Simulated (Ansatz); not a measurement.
Gas-phase electronic energies from Ansatz, PBE0-D4/def2-TZVP geometries. CBS: MP2 limit from def2 TZ/QZ plus the TZ coupled-cluster correction, frozen cores. This one scheme is used for every species. DFT in def2-TZVPP. B3LYP here is the variant with VWN-RPA as its local correlation; programs differ in this. def2 core potentials past Kr. For I outer-core shells are correlated without core-valence functions, which leaves a few kJ/mol of doubt a bond. One conformer a species, not always the lowest.

`FC[SiH2]CI` + HCl → `Cl[SiH2]CI` + `CF`  (ligand exchange at the Si–C bond)

```
             level  ΔE (kJ/mol)  difference from CCSD(T)/CBS
            PBE-D4       -107.5                          7.2
         r2SCAN-D4       -114.3                          0.4
           PBE0-D4       -112.8                          1.9
          B3LYP-D4       -113.3                          1.4
           ωB97X-V       -113.0                          1.7
           ωB97M-V       -113.0                          1.7
            B2PLYP       -116.6                         -1.9
              PBE0       -114.0                          0.7
     HF/def2-TZVPP       -128.8                        -14.1
    MP2/def2-TZVPP       -118.7                         -4.0
   CCSD/def2-TZVPP       -112.8                          1.9
     HF/def2-QZVPP       -129.4                        -14.7
    MP2/def2-QZVPP       -120.9                         -6.2
SCS-MP2/def2-QZVPP       -120.6                         -5.9
     MP2/CBS(def2)       -122.2                         -7.5
    CCSD/CBS(def2)       -116.3                         -1.6
       CCSD(T)/CBS       -114.7                            0
```

Largest T1 diagnostic among the species: 0.010.

In def2-TZVPP, CCSD(T) changes the Hartree–Fock value by +17.5 kJ/mol (the triples alone add +1.5 kJ/mol) and MP2 by +10.0 kJ/mol. From PBE to PBE0 (25 % exact exchange), in def2-TZVPP and without D4, ΔE moves by −5.1 kJ/mol.
